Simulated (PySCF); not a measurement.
C3H8NSSi: g tensor and hyperfine couplings

C3H8NSSi (doublet state).
Cartesian coordinates in Å at the GFN2-xTB level; atoms count from 1:
```xyz
14
C3H8NSSi angstrom
C     -1.7379   -0.8375    0.0734
C     -1.0013    0.4935    0.1461
Si     0.6400    0.4555   -0.8128
S      1.6356    2.3797   -0.6699
C      1.7493   -0.6148    0.2081
N      2.5092   -1.5612    0.0862
H     -2.6781   -0.7929    0.6202
H     -1.9571   -1.0988   -0.9591
H     -1.1319   -1.6338    0.5001
H     -0.8249    0.7442    1.1947
H     -1.6440    1.2783   -0.2568
H      0.4033    0.3142   -2.2504
H      0.9677    2.8243    0.3824
H      3.0694   -1.9513    0.8357
```

The hyperfine couplings belong to this conformer and change with its torsions.

As a line formula: `[H]/N=[C]/[Si@H](S)CC` [radical].

Computed with UKS B3LYP, pcH-1 on C H N S Si, non-relativistic, mean-field spin-orbit, GIAO (PySCF 2.14.0). Isolated species at its GFN2-xTB geometry (one conformer only). A GFN2-xTB geometry isn't a minimum of the functional, and hyperfine couplings can be far from their values at a DFT geometry. The SCF solution wasn't tested for stability.

```
g1, g2, g3        : 1.99837, 2.00173, 2.00315
g_iso             : 2.00108
Form of g         : rhombic: the two nearest values differ by 30 % of g3 − g1
⟨S²⟩              : 0.7529 (exact 0.7500)
α and β electrons : 32, 31
Basis functions   : 250
```

Isotropic coupling and dipolar principal values T1 to T3, in MHz; ρ(0) is the spin density at the nucleus:

```json
{"atom": "C1", "isotope": "13C", "a_iso": "0.5", "of which spin–orbit": "0.0", "T1": "-0.4", "T2": "-0.3", "T3": "0.7", "Mulliken spin population": "0.00", "ρ(0) (bohr⁻³)": "0.0005"}
{"atom": "C2", "isotope": "13C", "a_iso": "-0.6", "of which spin–orbit": "0.0", "T1": "-0.8", "T2": "0.0", "T3": "0.8", "Mulliken spin population": "-0.01", "ρ(0) (bohr⁻³)": "-0.0006"}
{"atom": "Si3", "isotope": "29Si", "a_iso": "-139.8", "of which spin–orbit": "0.2", "T1": "-26.6", "T2": "10.3", "T3": "16.2", "Mulliken spin population": "0.09", "ρ(0) (bohr⁻³)": "0.1575"}
{"atom": "S4", "isotope": "33S", "a_iso": "-1.0", "of which spin–orbit": "0.0", "T1": "-0.8", "T2": "0.3", "T3": "0.5", "Mulliken spin population": "-0.01", "ρ(0) (bohr⁻³)": "-0.0029"}
{"atom": "C5", "isotope": "13C", "a_iso": "122.5", "of which spin–orbit": "-0.3", "T1": "-52.6", "T2": "-49.6", "T3": "102.2", "Mulliken spin population": "0.62", "ρ(0) (bohr⁻³)": "0.1092"}
{"atom": "N6", "isotope": "14N", "a_iso": "32.9", "of which spin–orbit": "-0.1", "T1": "-15.1", "T2": "-13.5", "T3": "28.6", "Mulliken spin population": "0.19", "ρ(0) (bohr⁻³)": "0.1022"}
{"atom": "H7", "isotope": "1H", "a_iso": "0.4", "of which spin–orbit": "0.0", "T1": "-0.8", "T2": "-0.7", "T3": "1.5", "Mulliken spin population": "0.00", "ρ(0) (bohr⁻³)": "0.0001"}
{"atom": "H8", "isotope": "1H", "a_iso": "-0.1", "of which spin–orbit": "0.0", "T1": "-1.2", "T2": "-0.9", "T3": "2.2", "Mulliken spin population": "0.00", "ρ(0) (bohr⁻³)": "0.0000"}
{"atom": "H9", "isotope": "1H", "a_iso": "0.1", "of which spin–orbit": "0.0", "T1": "-2.0", "T2": "-1.8", "T3": "3.8", "Mulliken spin population": "0.00", "ρ(0) (bohr⁻³)": "0.0000"}
{"atom": "H10", "isotope": "1H", "a_iso": "0.8", "of which spin–orbit": "0.0", "T1": "-2.6", "T2": "-1.8", "T3": "4.4", "Mulliken spin population": "0.00", "ρ(0) (bohr⁻³)": "0.0002"}
{"atom": "H11", "isotope": "1H", "a_iso": "-1.4", "of which spin–orbit": "0.0", "T1": "-1.4", "T2": "-0.7", "T3": "2.1", "Mulliken spin population": "0.00", "ρ(0) (bohr⁻³)": "-0.0003"}
{"atom": "H12", "isotope": "1H", "a_iso": "85.1", "of which spin–orbit": "0.0", "T1": "-3.6", "T2": "-1.1", "T3": "4.7", "Mulliken spin population": "0.06", "ρ(0) (bohr⁻³)": "0.0190"}
{"atom": "H13", "isotope": "1H", "a_iso": "2.3", "of which spin–orbit": "0.0", "T1": "-1.7", "T2": "-1.2", "T3": "2.9", "Mulliken spin population": "0.00", "ρ(0) (bohr⁻³)": "0.0005"}
{"atom": "H14", "isotope": "1H", "a_iso": "173.3", "of which spin–orbit": "0.0", "T1": "-15.7", "T2": "-8.2", "T3": "23.9", "Mulliken spin population": "0.05", "ρ(0) (bohr⁻³)": "0.0388"}
```

The Mulliken spin populations are largest on C5 (+0.62), N6 (+0.19) and Si3 (+0.09).

Under fast tumbling the dipolar parts average out, and these isotropic splittings remain: 1 × 1H (H14, I = 1/2, 2 lines) with 6.19 mT, 1 × 1H (H12, I = 1/2, 2 lines) with 3.04 mT, 1 × 14N (N6, I = 1, 3 lines) with 1.18 mT, 1 × 1H (H13, I = 1/2, 2 lines) with 0.08 mT and 1 × 1H (H11, I = 1/2, 2 lines) with 0.05 mT.

The 13C coupling of C5 (122.5 MHz) shows only in satellite lines or after enrichment, since that isotope makes up about 1.07 % of natural carbon.

The 29Si coupling of Si3 (-139.8 MHz) shows only in satellite lines or after enrichment, since that isotope makes up about 4.7 % of natural silicon.

The spin density at the nucleus, in bohr⁻³, is negative for S4 (-0.0029), for instance. A restricted open-shell determinant has no negative spin density anywhere; here it arises because α and β orbitals differ (spin polarisation).
